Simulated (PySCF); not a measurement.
**Partial charges of `C=C(OC)[Si@H](Cl)CCC`**

C6H13ClOSi.
Structure used (GFN2-xTB), in Å, numbered top down from 1:
```xyz
22
C6H13ClOSi angstrom
C      2.3522   -1.7406   -0.2337
C      1.6099   -0.7198    0.1813
O      2.0776    0.5204    0.5220
C      3.4625    0.7532    0.4259
Si    -0.2725   -0.7407    0.4123
Cl    -0.9511   -2.5153   -0.2915
C     -1.0035    0.7374   -0.5447
C     -2.4105    1.1678   -0.1241
C     -3.4533    0.0821   -0.3537
H      3.4219   -1.7049   -0.3505
H      1.8804   -2.6744   -0.4758
H      3.6180    1.7857    0.7341
H      4.0230    0.0854    1.0874
H      3.8147    0.6205   -0.6020
H     -0.5977   -0.6726    1.8398
H     -1.0122    0.5165   -1.6155
H     -0.3293    1.5852   -0.4101
H     -2.6906    2.0567   -0.6966
H     -2.4042    1.4469    0.9316
H     -3.4267   -0.2587   -1.3864
H     -3.2683   -0.7736    0.2904
H     -4.4507    0.4621   -0.1425
```

Density: PBE0/pcSseg-1 (PySCF); schemes: Mulliken, IAO, Hirshfeld and ESP-fitted. The structure is a single GFN2-xTB conformer in the gas phase; no vibrational or solvent corrections.

Problem. Atoms with like bonding are taken together and averaged. At which atom do the 4 schemes differ most?

Solution. At Si5: from +0.157 (ESP-fitted) to +0.927 e (IAO), 0.770 e apart.

Problem. For which atoms does the sign change between the 4 schemes (beyond +0.03 e in one, beyond −0.03 e in another)?

Solution. C2, C8 and H18. Atomic charges aren't observables, and each scheme defines them in its own way.

Problem. Give the atomic charges in each scheme.

Solution. In e; atoms taken as equivalent share a row and are averaged (×n: the atom named and its like, n in all):

```csv
atom,environment,Mulliken,IAO,Hirshfeld,ESP-fitted
C1,terminal =CH2 carbon,-0.206,-0.404,-0.149,-0.578
C2,vinylic carbon bearing oxygen,-0.156,-0.070,-0.027,+0.202
O3,ether oxygen,-0.495,-0.335,-0.106,-0.187
C4,methoxy carbon,-0.040,-0.208,-0.033,-0.244
Si5,chlorine-bound silicon,+0.880,+0.927,+0.362,+0.157
Cl6,silicon-bound chlorine,-0.329,-0.316,-0.101,-0.161
C7,sp3 carbon bound to silicon,-0.547,-0.544,-0.158,-0.232
C8,chain CH2 carbon,-0.262,-0.239,-0.065,+0.223
C9,methyl carbon,-0.289,-0.417,-0.122,-0.288
H10,vinylic hydrogen,+0.119,+0.148,+0.040,+0.205
H11,vinylic hydrogen,+0.132,+0.165,+0.033,+0.205
H12/H13/H14,methyl hydrogen,+0.117,+0.145,+0.048,+0.129
H15,Si–H hydrogen,-0.055,-0.128,-0.075,-0.010
H16,methylene hydrogen,+0.148,+0.147,+0.039,+0.099
H17,methylene hydrogen,+0.156,+0.160,+0.040,+0.054
H18,methylene hydrogen,+0.119,+0.134,+0.038,-0.032
H19,methylene hydrogen,+0.120,+0.130,+0.035,-0.018
H20/H21/H22,methyl hydrogen,+0.118,+0.138,+0.035,+0.072
```

Mean size of the charges over all atoms: IAO 0.242 e, Mulliken 0.216 e, ESP-fitted 0.159 e, Hirshfeld 0.076 e. Each set sums to the total charge, 0, to within 0.001 e. The Mulliken scheme counts on each atom the diagonal of the density matrix times the overlap matrix over that atom's basis functions. The IAO scheme counts the electrons in orthogonalised intrinsic atomic orbitals, a minimal basis polarised so that it spans the occupied orbitals exactly.

Some averages cover members that differ in this geometry: H12/H13/H14, IAO +0.136 to +0.163 e.

Problem. How closely do the schemes follow one another over all atoms?

Solution. Correlation coefficient and root-mean-square difference: IAO with Hirshfeld 0.98, 0.204 e; Mulliken with IAO 0.97, 0.077 e; Mulliken with Hirshfeld 0.96, 0.191 e; IAO with ESP-fitted 0.66, 0.230 e; Hirshfeld with ESP-fitted 0.62, 0.158 e; Mulliken with ESP-fitted 0.53, 0.249 e.

Problem. Sum the charges by element, for elements with more than one atom.

Solution. 
| element | atoms | Mulliken | IAO | Hirshfeld | ESP-fitted |
| --- | --- | --- | --- | --- | --- |
| C | 6 | -1.500 | -1.882 | -0.554 | -0.917 |
| H | 13 | +1.443 | +1.606 | +0.399 | +1.107 |

These values come from a run that also computed NMR shieldings. On one thread of an Arm Neoverse N1, no GPU (shared host), this took 83 s of wall time and 0.97 GiB of memory at its peak.
